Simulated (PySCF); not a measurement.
Two species compared at the same levels of theory.

First species: C5H10GeO.
Atom-mapped SMILES: `[OH:1][CH2:2][C@H:3]1[CH:4]=[CH:5][CH2:6][GeH2:7]1` (hydrogens: H8 on O1; H9, H10 on C2; H11 on C3; H12 on C4; H13 on C5; H14, H15 on C6; H16, H17 on Ge7)

Second species: C5H10GeO.
Z-matrix (Å and degrees, PBE0-D3(BJ)/def2-SVP geometry), rows numbered from 1:
```
C 
O   1  1.3900
C   2  1.4029  1  113.53
C   3  1.5012  2  109.51  1  -172.23
C   4  1.3401  3  120.85  2  -130.36
C   5  1.5028  4  120.90  3     0.49
Ge  6  1.9707  5  102.55  4     6.63
H   1  1.1090  2  112.09  3    60.31
H   1  1.1101  2  112.02  3   -60.68
H   1  1.0989  2  108.08  3  -179.98
H   3  1.1123  2  109.61  1   -51.84
H   4  1.0953  3  117.47  2    49.38
H   5  1.0963  4  120.01  3  -179.36
H   6  1.1033  5  111.55  4  -111.78
H   6  1.1017  5  111.87  4   129.14
H   7  1.5397  3  111.94  2    11.21
H   7  1.5416  3  115.21  2  -115.02
```

Levels: CAM-B3LYP/def2-SVPD for HOMO energy, LUMO energy, HOMO–LUMO gap and static isotropic polarisability; TDDFT CAM-B3LYP/def2-SVPD for lowest singlet excitation; TDA CAM-B3LYP/def2-SVPD for lowest triplet excitation (Tamm–Dancoff); ΔSCF CAM-B3LYP/def2-SVPD for vertical ionisation energy. Geometries: PBE0-D3(BJ)/def2-SVP. All species are isolated and taken at one optimised geometry, non-relativistic unless stated; the electronic structure was computed with PySCF and density fitting.

Values for the first species:

- HOMO energy: -8.26 eV
- LUMO energy: 0.93 eV
- HOMO–LUMO gap: 9.19 eV
- Lowest singlet excitation: 6.60 eV
- Lowest triplet excitation (Tamm–Dancoff): 4.24 eV
- Static isotropic polarisability: 91.6 au
- Vertical ionisation energy: 8.96 eV

Q: Estimate the same properties for the second species, and the change in each.

A: 
```csv
property,first,second,second less first
HOMO energy,-8.26 eV,-8.13 eV,+0.13 eV
LUMO energy,0.93 eV,1.12 eV,+0.19 eV
HOMO–LUMO gap,9.19 eV,9.25 eV,+0.06 eV
lowest singlet excitation,6.60 eV,6.18 eV,-0.42 eV
lowest triplet excitation (Tamm–Dancoff),4.24 eV,4.29 eV,+0.05 eV
static isotropic polarisability,91.6 au,93.0 au,+1.4 au
vertical ionisation energy,8.96 eV,8.79 eV,-0.17 eV
```

On the first: No computed singlet falls in the visible range (750 to 380 nm, 1.65 to 3.26 eV); S1 lies 3.34 eV above its blue end. The vertical singlet–triplet gap S1 − T1 is 2.36 eV (TDDFT singlet less Tamm–Dancoff triplet). Relativistic effects, spin–orbit coupling among them, are left out although an element past zinc is present.

On the second: No computed singlet falls in the visible range (750 to 380 nm, 1.65 to 3.26 eV); S1 lies 2.92 eV above its blue end. The polarisability is 13.77 Å³ as a volume (1 au = 0.148185 Å³), or 1.16 au for each of the 80 electrons. Relativistic effects, spin–orbit coupling among them, are left out although an element past zinc is present.

One conformer stands for the species.
